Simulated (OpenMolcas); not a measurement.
## Levels of S III by method

```yaml
Program: OpenMolcas
Basis: ANO-RCC-VTZP [5s4p2d1f]
Scalar_Hamiltonian: DKH2, point nucleus
Active_space: 4 electrons in 8 orbitals (3s 3p 4s 4p)
State_averaging: 2S+1 = 3 even, 3 roots; 2S+1 = 1 even, 9 roots; 2S+1 = 5 odd, 1 root; 2S+1 = 3 odd, 9 roots; 2S+1 = 1 odd, 8 roots
Spin-orbit_coupling: RASSI with atomic mean-field integrals over the reference wave functions, term energies averaged over their components
```

Methods on the same reference wave functions:
A. CASSCF
B. SS-CASPT2, IPEA 0.25 Eh, imaginary shift 0.1 Eh (closed shells correlated: 2s 2p)

Energies in cm⁻¹ above 3s² 3p² ³P₀, the measured ground level; measured values from NIST levels in Podobedova, Kelleher and Wiese, J. Phys. Chem. Ref. Data 38, 171 (2009).

```json
{"Level": "3s² 3p² ³P₀", "A": "0.0", "B": "0.0", "Measured": "0.0"}
{"Level": "3s² 3p² ³P₁", "A": "261", "B": "262", "Measured": "299"}
{"Level": "3s² 3p² ³P₂", "A": "740", "B": "737", "Measured": "833"}
{"Level": "3s² 3p² ¹D₂", "A": "15420", "B": "11610", "Measured": "11323"}
{"Level": "3s² 3p² ¹S₀", "A": "26696", "B": "26500", "Measured": "27161"}
{"Level": "3s 3p³ ⁵S°₂", "A": "47299", "B": "55130", "Measured": "58672"}
{"Level": "3s 3p³ ³D°₁", "A": "93438", "B": "81860", "Measured": "84019"}
{"Level": "3s 3p³ ³D°₂", "A": "93462", "B": "81880", "Measured": "84047"}
{"Level": "3s 3p³ ³D°₃", "A": "93518", "B": "81930", "Measured": "84099"}
{"Level": "3s 3p³ ³P°₀", "A": "106444", "B": "100200", "Measured": ""}
{"Level": "3s 3p³ ³P°₁", "A": "106471", "B": "100220", "Measured": ""}
{"Level": "3s 3p³ ³P°₂", "A": "106521", "B": "100270", "Measured": ""}
```

Deviations, from unrounded energies. A percentage is the sum of absolute deviations over the sum of measured energies, with the sign that they share, or ± where signs differ.

```
                        Against measurement  Levels      A      B
             mean absolute deviation (cm-1)       8   5500   1400
      fine structure of the ground term (%)       2  -11.6  -11.8
other terms of the ground configuration (%)       2  ±11.9   ±2.5
                   other configurations (%)       4  ±12.7   -3.2
```

B lies closest to measurement on these levels. The largest miss of B in the table is 3s 3p³ ⁵S°₂, by -3500 cm-1. The ranking rests on the paired levels alone, and a cruder setting can come out closer through cancelling errors.

From A to B the spin-free energies of the other terms of 3s² 3p² shown, above ³P, scale by factors of 0.74 to 0.99.

The lowest spin-free term lies below A's lowest term by 0.076 hartree in B.

CASPT2 breaks the degeneracy within a term, and the mean is taken; among the terms shown or strongly mixed into the levels shown the widest spread is 370 cm-1 (3s 3p³ ³D°, B). Over all roots computed the reference weight is 0.84 to 0.99 in B; the roots of lowest weight are the least certain, and an intruder state may touch them. The run also gave levels led by 3s² 3p 4p, which use shells meant for correlation; these and all levels above them are left out. Terms of s pⁿ other than that of highest spin mix with s² pⁿ⁻² d, which this space lacks; all of them can be thousands of cm-1 off, and some have no real level of that name. Measured partners are found by configuration, term and J. A level has none where our copy of the source lacks it or the pairing is in doubt (some pairs that miss far off the trend of their configuration count as doubtful), and it then counts in no deviation. Only configurations of the active space appear. The table leaves out levels that lie high or whose names do not pair safely across all columns.

° marks odd parity.
